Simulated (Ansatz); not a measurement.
`[CH3][GeH2][C](=N)Cl` → `[CH2]` (triplet) + `N=[C](Cl)[GeH3]` at 600 K and 1 bar (formal loss of a carbene).

Calculated with Ansatz (gas phase, PBE0-D4/def2-TZVP geometries, no zero-point term in ΔE). CCSD(T)/CBS adds triple-zeta CCSD(T) − MP2 to the extrapolated MP2 energy (def2 sets, frozen cores). This one scheme is used for every species. Triplets are unrestricted, without spin–orbit coupling. For Ge outer-core shells are correlated without core-valence functions, which leaves a few kJ/mol of doubt a bond. Scalar relativity is left out up to krypton. One conformer a species, not always the lowest.

| species | CCSD(T)/CBS energy (Eh) | H − E (kJ/mol) | S (J/(mol·K)) |
| --- | --- | --- | --- |
| `[CH3][GeH2][C](=N)Cl` | -2670.28996 | 261.3 | 467.4 |
| `[CH2]` (triplet) | -39.09499 | 66.5 | 220.8 |
| `N=[C](Cl)[GeH3]` | -2631.01470 | 169.7 | 405.1 |

H − E and S are ideal-gas, rigid-rotor, harmonic terms from PBE0-D4/def2-TZVP, for one conformer and one mirror image of each species, with the whole ground term of open shells counted as degenerate. 1 Eh = 2625.50 kJ/mol, R = 8.31446 J/(mol·K).

**Question.** By hand: ΔE, ΔH, ΔS and ΔG.

**Answer.** ΔE = (-39.09499) + (-2631.01470) − (-2670.28996) = 0.18027 Eh = 473.3 kJ/mol. Δ(H − E) = 66.5 + 169.7 − 261.3 = -25.1, so ΔH = 448.2 kJ/mol. ΔS = 220.8 + 405.1 − 467.4 = 158.5 J/(mol·K). ΔG = 448.2 − 600 × (158.5)/1000 = 353.1 kJ/mol.

**Question.** By hand: the equilibrium constant, and the temperature at which ΔG would vanish if ΔH and ΔS stayed fixed.

**Answer.** log₁₀ K = −ΔG/(RT ln 10) = -30.7. ΔG = 0 at ΔH/ΔS = 2828 K, far beyond where these terms or the molecules hold.

The number of gas molecules changes by +1, which sets the sign of ΔS. A doubt of 5 kJ/mol in ΔE shifts log₁₀ K by 0.4 here. Other conformers and mirror images would add mixing entropy, several J/(mol·K) or more a flexible species. Modes under 60 cm⁻¹, often nearly free rotors, make the harmonic entropy too high. A triplet takes part, so the spin changes. These are equilibria of isolated gas molecules and say nothing of rates. Largest T1 diagnostic: 0.013 (customary marks: 0.02 for closed shells, 0.045 for open ones).
